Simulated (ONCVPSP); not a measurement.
**Ranking ONCV potentials for Co**

All share these settings but for the change named:

Co (Z = 27), optimised norm-conserving Vanderbilt (ONCV), made with ONCVPSP 4.0.1 (PBE, scalar-relativistic). Core [Ne], reference 3s2 3p6 3d8 4s1. Waves: 3s+4s: rc 1.35 bohr, ncon 4, nbas 7, qcut 9.2 1/bohr, 3 projectors, debl 3.7 Ha; 3p: rc 0.85 bohr, ncon 3, nbas 7, qcut 8.2 1/bohr, 1 projector; 3d: rc 0.95 bohr, ncon 4, nbas 8, qcut 18.7 1/bohr, 2 projectors, debl 1.6 Ha. Local part: polynomial inside 0.80 bohr (lpopt 1, dvloc0 0 Ha). Core correction: none.

Test errors are all-electron minus pseudo excitation energies from the reference, over 3s2 3p6 3d7 4s2; 3s2 3p6 3d7 4s1; 3s2 3p6 3d7 4s0; 3s2 3p6 3d7.5 4s1.5. None of these files shows a bound ghost.

The base gives 4.8 meV.

Of 7 variants that were run, those that failed, showed a ghost or another fault, or gave nearly equal values are left out.

A variant can come out equal or close to the base, since the largest error may sit in a test that the change hardly touches while other tests move.

Q: Rank these variants by their largest absolute test error, smallest first.
A. s: qcut 7.3; p: qcut 6.5; d: qcut 14.8
B. non-relativistic
C. d: rc 0.62; local potential polynomial inside 0.62 bohr (lpopt 1, dvloc0 0 Ha)

A: B (4.2 meV), A (5.3 meV), C (11.6 meV).
